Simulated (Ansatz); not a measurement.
Process, species as SMILES: C (CH4) -> [CH3] (CH3) + H atom (the C-H bond at the site shown breaks; other sites are not compared here)
Geometries: B3LYP-D3(BJ)/def2-TZVP minima from Ansatz (a first-principles code).
Geometry of the first species:
SMILES: C
```xyz
5

C      0.0000     0.0000     0.0000
H      0.6205     0.6269     0.6390
H     -0.6429    -0.6249     0.6185
H      0.6369    -0.6328    -0.6166
H     -0.6146     0.6308    -0.6409
```

Quantity: bond dissociation energy (electronic energy difference), in kcal/mol. Valence correlation only, unless marked. Open shells are spin-unrestricted. Spin-orbit coupling is left out. Non-relativistic. CBS marks a two-point X^-3 extrapolation of the correlation energy; Hartree-Fock from the larger set. The bracket is a focal-point correction in the basis named.

```csv
level,program,bond dissociation energy (kcal/mol),minus last row
HF/STO-3G,Ansatz,115.1,2.6
HF/def2-TZVPP,Ansatz,85.2,-27.3
PBE0/def2-TZVP,Ansatz,109.2,-3.3
PBE0/def2-QZVPP,Ansatz,109.3,-3.2
LC-wPBE-D3(BJ)/def2-TZVPD,Ansatz + dftd3,108.7,-3.8
RI-MP2/def2-QZVPP,Ansatz,111.4,-1.1
RI-MP2/def2-QZVPPD,Ansatz,111.4,-1.1
CCSD/aug-cc-pVTZ,Ansatz,110.4,-2.1
CCSD/cc-pVTZ,Ansatz,110.3,-2.2
CCSD/def2-QZVPPD,Ansatz,110.9,-1.6
CCSDT(Q)/cc-pVDZ,Ansatz,107.9,-4.6
"RI-MP2/CBS(aug-cc-pVTZ,aug-cc-pVQZ)+[CCSD(T)-MP2]/aug-cc-pVDZ",Ansatz,113.1,0.6
"RI-MP2/CBS(aug-cc-pVTZ,aug-cc-pVQZ)+[CCSD(T)-MP2]/aug-cc-pVTZ",Ansatz,112.8,0.3
"RI-MP2/CBS(cc-pVTZ,cc-pVQZ)+[CCSD(T)-MP2]/cc-pVTZ",Ansatz,112.9,0.4
"CCSD(T)/CBS(def2-TZVPPD,def2-QZVPPD)",Ansatz,112.5,0.0
```
